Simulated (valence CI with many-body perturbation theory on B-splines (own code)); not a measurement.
## Ge¹⁸⁺: calculated level list

Level of theory: valence CI with perturbative core correlation (CI+MBPT): four valence electrons over a frozen Dirac-Fock core [Ne], radial functions for each j: 9 s, 9 p, 8 d, 6 f, 3 g, 1 h, with the one-electron correlation potential Σ1 (screened to all orders), the two-electron term Σ2, the three-electron term Σ3, Breit, model QED; selected single and double excitations, second order for the rest, scaled by the run's own slope (own B-spline code, finite nucleus).

No measured levels were compared; by estimate levels of excited configurations hold to 0.05 to 0.15 % of their energy, terms of the ground configuration to about 0.5 %.

Levels 1 to 35 of 35, with energies above the lowest level, 3s2.3p2 3P_0. "Leading %" is the weight of the configuration and term that name the level; weights of strongly mixed levels are sums over their largest components and can fall short, so below about 35 % the name and the second component can differ from the true leading terms, or belong to a minority configuration. In the jj column 3d3/2^4 stands for four electrons in 3d with j = 3/2.

| No. | Configuration | Term | J | E (eV) | Leading % | Second component | Leading jj |
| --- | --- | --- | --- | --- | --- | --- | --- |
| 1 | 3s2.3p2 | 3P | 0 | 0.00 | 88 | 9 % 3s2.3p2 1S | 3s^2 3p1/2^2 (89 %) |
| 2 | 3s2.3p2 | 3P | 1 | 4.22 | 97 |  | 3s^2 3p1/2 3p3/2 (97 %) |
| 3 | 3s2.3p2 | 3P | 2 | 6.63 | 70 | 28 % 3s2.3p2 1D | 3s^2 3p1/2 3p3/2 (83 %) |
| 4 | 3s2.3p2 | 1D | 2 | 13.49 | 70 | 28 % 3s2.3p2 3P | 3s^2 3p3/2^2 (83 %) |
| 5 | 3s2.3p2 | 1S | 0 | 20.87 | 87 | 9 % 3s2.3p2 3P | 3s^2 3p3/2^2 (88 %) |
| 6 | 3s.3p3 | 5S° | 2 | 43.30 | 94 | 5 % 3s.3p3 3P° | 3s 3p1/2 3p3/2^2 (47 %) |
| 7 | 3s.3p3 | 3D° | 1 | 55.09 | 76 | 10 % 3s2.3p.3d 3D° | 3s 3p1/2^2 3p3/2 (48 %) |
| 8 | 3s.3p3 | 3D° | 2 | 55.33 | 74 | 12 % 3s.3p3 3P° | 3s 3p1/2 3p3/2^2 (57 %) |
| 9 | 3s.3p3 | 3D° | 3 | 56.97 | 88 | 10 % 3s2.3p.3d 3D° | 3s 3p1/2 3p3/2^2 (88 %) |
| 10 | 3s.3p3 | 3P° | 0 | 63.49 | 90 | 9 % 3s2.3p.3d 3P° | 3s 3p1/2 3p3/2^2 (90 %) |
| 11 | 3s.3p3 | 3P° | 1 | 64.00 | 78 | 9 % 3s.3p3 3D° | 3s 3p1/2 3p3/2^2 (64 %) |
| 12 | 3s.3p3 | 3P° | 2 | 64.22 | 51 | 15 % 3s.3p3 1D° | 3s 3p3/2^3 (35 %) |
| 13 | 3s.3p3 | 1D° | 2 | 69.92 | 38 | 34 % 3s2.3p.3d 1D° | 3s 3p3/2^3 (37 %) |
| 14 | 3s.3p3 | 3S° | 1 | 76.65 | 63 | 29 % 3s.3p3 1P° | 3s 3p1/2 3p3/2^2 (59 %) |
| 15 | 3s2.3p.3d | 3F° | 2 | 77.92 | 92 | 4 % 3s.3p3 1D° | 3s^2 3p1/2 3d3/2 (71 %) |
| 16 | 3s2.3p.3d | 3F° | 3 | 80.25 | 94 |  | 3s^2 3p1/2 3d5/2 (59 %) |
| 17 | 3s.3p3 | 1P° | 1 | 83.67 | 55 | 30 % 3s.3p3 3S° | 3s 3p3/2^3 (58 %) |
| 18 | 3s2.3p.3d | 3F° | 4 | 84.27 | 98 |  | 3s^2 3p3/2 3d5/2 (98 %) |
| 19 | 3s2.3p.3d | 3P° | 2 | 87.36 | 47 | 16 % 3s2.3p.3d 3D° | 3s^2 3p1/2 3d5/2 (74 %) |
| 20 | 3s2.3p.3d | 3D° | 1 | 88.82 | 53 | 29 % 3s2.3p.3d 3P° | 3s^2 3p1/2 3d3/2 (72 %) |
| 21 | 3s2.3p.3d | 1D° | 2 | 91.92 | 34 | 30 % 3s2.3p.3d 3D° | 3s^2 3p3/2 3d3/2 (45 %) |
| 22 | 3s2.3p.3d | 3P° | 0 | 92.56 | 88 | 9 % 3s.3p3 3P° | 3s^2 3p3/2 3d3/2 (88 %) |
| 23 | 3s2.3p.3d | 3P° | 1 | 93.35 | 56 | 29 % 3s2.3p.3d 3D° | 3s^2 3p3/2 3d3/2 (76 %) |
| 24 | 3s2.3p.3d | 3D° | 3 | 93.35 | 82 | 9 % 3s.3p3 3D° | 3s^2 3p3/2 3d5/2 (48 %) |
| 25 | 3s2.3p.3d | 3D° | 2 | 94.18 | 40 | 36 % 3s2.3p.3d 3P° | 3s^2 3p3/2 3d5/2 (54 %) |
| 26 | 3s2.3p.3d | 1F° | 3 | 101.36 | 92 |  | 3s^2 3p3/2 3d5/2 (42 %) |
| 27 | 3s2.3p.3d | 1P° | 1 | 104.15 | 81 | 10 % 3s.3p3 1P° | 3s^2 3p3/2 3d5/2 (67 %) |
| 28 | 3p4 | 3P | 2 | 111.43 | 49 | 28 % 3s.3p2.3d 3P | 3p1/2^2 3p3/2^2 (60 %) |
| 29 | 3s.3p2.3d | 5F | 1 | 115.58 | 79 | 6 % 3p4 3P | 3s 3p1/2^2 3d3/2 (50 %) |
| 30 | 3p4 | 3P | 0 | 116.44 | 50 | 31 % 3s.3p2.3d 3P | 3p1/2^2 3p3/2^2 (41 %) |
| 31 | 3p4 | 3P | 1 | 116.46 | 48 | 34 % 3s.3p2.3d 3P | 3p1/2 3p3/2^3 (48 %) |
| 32 | 3s.3p2.3d | 5F | 2 | 116.53 | 88 | 8 % 3s.3p2.3d 5D | 3s 3p1/2 3p3/2 3d3/2 (39 %) |
| 33 | 3s.3p2.3d | 5F | 3 | 117.90 | 84 | 13 % 3s.3p2.3d 5D | 3s 3p1/2 3p3/2 3d3/2 (40 %) |
| 34 | 3p4 | 1D | 2 | 118.41 | 51 | 23 % 3s.3p2.3d 1D | 3p1/2 3p3/2^3 (57 %) |
| 35 | 3s.3p2.3d | 5F | 4 | 119.97 | 89 | 10 % 3s.3p2.3d 5D | 3s 3p1/2 3p3/2 3d5/2 (71 %) |

Names give the largest LS component (configuration and term), which can be under half, so a name can repeat, a term be missing and a line seem to break the LS rules; names also repeat where a configuration has a term twice.

The ionisation energy to 3s2.3p 2P°_1/2 of the next ion comes out as 704.56 eV (NIST: 706.7 ± 1 eV (semi-empirical), further off than twice its uncertainty). All 35 levels together are meant to be complete up to 121.12 eV.
